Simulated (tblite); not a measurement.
Species: C₆H₁₇PSi.
Geometry (GFN2-xTB, Å), atoms numbered from 1 in this order:
```xyz
25
C6H17PSi angstrom
C      2.1369    1.0169    1.4724
C      1.4681    0.4802    0.2085
C      2.5090   -0.0810   -0.7539
C      0.4416   -0.5901    0.5726
P     -0.5563   -1.1687   -0.8894
C     -1.7524   -2.2203    0.0547
C     -1.6211    0.3209   -1.2061
Si    -2.3703    1.3521    0.2112
H      1.4014    1.4656    2.1370
H      2.8779    1.7725    1.2204
H      2.6367    0.2110    2.0065
H      0.9478    1.3095   -0.2850
H      3.2087    0.6941   -1.0591
H      2.0206   -0.4810   -1.6410
H      3.0689   -0.8847   -0.2795
H     -0.2413   -0.2178    1.3426
H      0.9576   -1.4691    0.9725
H     -1.2395   -3.1297    0.3648
H     -2.5755   -2.4975   -0.6016
H     -2.1414   -1.7075    0.9320
H     -2.4265   -0.0478   -1.8483
H     -1.0218    0.9825   -1.8389
H     -1.3353    2.1344    0.8904
H     -3.3438    2.2654   -0.3901
H     -3.0607    0.5140    1.1951
```

All values are computed: GFN2-xTB (tblite) harmonic vibrations without scaling, gas phase. Against measured fundamentals such values can be off by several per cent, at times by over 20. Modes of hydrogen on silicon can be 10 to 20 % off. One conformer, not necessarily the lowest.

Harmonic wavenumbers (cm⁻¹): 38.9, 56.4, 81.8, 128.0, 142.0, 174.3, 186.3, 208.3, 215.6, 236.9, 275.0, 306.1, 344.6, 400.7, 442.4, 502.9, 513.7, 648.3, 685.5, 729.3, 736.9, 786.8, 793.2, 798.2, 808.0, 820.0, 873.7, 884.3, 890.0, 947.8, 985.4, 987.7, 1049.7, 1068.9, 1135.5, 1175.5, 1185.2, 1214.7, 1234.6, 1319.3, 1328.4, 1334.0, 1406.0, 1419.1, 1439.4, 1441.8, 1447.5, 1459.5, 1491.3, 1496.8, 1505.5, 1506.8, 2243.3, 2253.9, 2261.5, 2917.9, 2922.5, 2928.6, 2937.2, 2946.3, 2999.6, 3005.9, 3011.6, 3017.7, 3023.4, 3025.0, 3027.5, 3031.1, 3034.6.

A = 1612, B = 914.0, C = 717.6 MHz; mass 148.084 u (most abundant isotopes); point group C1, symmetry number 1.

Problem. What is the zero-point energy?

Solution. ½Σν̃ = 45938 cm⁻¹ = 131.34 kcal/mol.

Problem. Give the ideal-gas entropy at 200 K and 1 bar in the rigid-rotor, harmonic-oscillator model (classical rotation).

Solution. Translation 38.93, rotation 28.91, vibration 26.99: S = 94.8 cal/(mol K).

Problem. And Cp and H(200 K) − H(0)?

Solution. Cp = 36.64 cal/(mol K), of which vibrations give 28.69 (their classical limit is 69 R = 137.1); H(200 K) − H(0) = 4.54 kcal/mol without the zero-point energy, 2.95 from vibrations.

Problem. How do the functions run with temperature in this model?

Solution. 
```csv
T (K),S (cal/(mol K)),Cp (cal/(mol K)),H − H(0) (kcal/mol),G − H(0) (kcal/mol),ln q(vib)
150,85.2,30.3,2.86,-9.92,4.30
250,103.7,43.1,6.53,-19.39,8.01
298.15,111.8,49.5,8.76,-24.58,9.76
400,128.2,62.3,14.47,-36.82,13.41
600,157.5,82.2,29.03,-65.44,20.36
900,194.9,102.2,56.92,-118.47,30.09
```

q(vib) and H(0) count from the zero-point level.

Problem. Blend soft modes into free rotors: weight 1/[1 + (100 cm⁻¹/ν̃)⁴] for the oscillator and the rest for a rotor with moment μB/(μ + B), μ = h/(8π²ν), B = 10⁻⁴⁴ kg m². What vibrational entropy results?

Solution. 25.04 cal/(mol K) in place of 26.99, which changes −T·S at 200 K by +0.39 kcal/mol.

Problem. What must be added to the electronic energy to get the Gibbs energy at 200 K and 1 bar?

Solution. ZPE + [H(200 K) − H(0)] − T·S = 131.34 + 4.54 − 18.97 = 116.91 kcal/mol.

Problem. Which modes carry the vibrational entropy at 200 K?

Solution. 38.9 cm⁻¹: 4.52; 56.4 cm⁻¹: 3.79; 81.8 cm⁻¹: 3.07; 128.0 cm⁻¹: 2.22; 142.0 cm⁻¹: 2.03; 174.3 cm⁻¹: 1.66 cal/(mol K); the other 63 give 9.69 together.

Hindered rotation and anharmonicity are outside this model. Other conformers, if any are populated, would add a mixing term that is left out. The structure is chiral; the term R ln 2 for an equal mix with its mirror image is left out.
